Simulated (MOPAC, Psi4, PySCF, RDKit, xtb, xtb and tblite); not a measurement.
Two geometries of SMILES B[SiH2]CC#N (C2H6BNSi), relaxed at GFN2-xTB with one dihedral held; other torsions can differ between them too.

Structure A

```
11

B     -1.8699     0.4751     0.0181
Si    -0.4196    -0.7052    -0.5552
C     -1.1377    -2.0107    -1.8026
C     -2.2912    -2.6305    -1.2448
N     -3.2202    -3.0937    -0.7601
H     -2.1841     0.5696     1.1397
H     -2.4681     1.1205    -0.7531
H      0.6712    -0.0878    -1.3357
H      0.2670    -1.5213     0.4617
H     -0.3938    -2.7742    -2.0287
H     -1.4195    -1.5196    -2.7350
```

Structure B

```
11

B     -1.8539     0.5244     0.0277
Si    -0.4433    -0.6998    -0.5551
C     -0.7888    -1.3659    -2.3440
C     -2.0852    -1.9531    -2.3955
N     -3.1376    -2.4059    -2.3883
H     -2.1405     0.6301     1.1560
H     -2.4219     1.2135    -0.7278
H      0.8932    -0.0858    -0.6964
H     -0.2215    -1.9179     0.2442
H     -0.0481    -2.1124    -2.6306
H     -0.7460    -0.5482    -3.0650
```

Which is lower in energy at the level DF-MP2 (frozen core)/cc-pVTZ // GFN2-xTB run with Psi4 1.11, and by how much?

B is lower, by 0.48 kcal/mol (dihedral H6–B1–Si2–C3: 120° in A, 150° in B).

E(B) − E(A) in kcal/mol at the other levels, on the same two geometries: GFN2-xTB (xtb and tblite) 0.07; PBE/def2-TZVP // GFN2-xTB (Psi4) -0.67; PBE-D3(BJ)/def2-TZVP // GFN2-xTB (Psi4) -0.64; M06-2X/def2-TZVP // GFN2-xTB (Psi4) -0.60; HF/cc-pVTZ // GFN2-xTB (Psi4) -0.63; UFF // GFN2-xTB (RDKit) 0.39; PM6, restricted, heats of formation // GFN2-xTB (MOPAC) -0.62; PM7, restricted, heats of formation // GFN2-xTB (MOPAC) -0.46; GFN1-xTB // GFN2-xTB (xtb) 0.24; restricted B3LYP/6-31G*, spherical d // GFN2-xTB (PySCF) -0.54; restricted M06-2X/6-31G*, spherical d // GFN2-xTB (PySCF) -0.55; restricted Hartree-Fock/LANL2DZ, with its core potentials past Ne // GFN2-xTB (PySCF) -0.78; restricted Hartree-Fock/6-31G*, spherical d // GFN2-xTB (PySCF) -0.60.
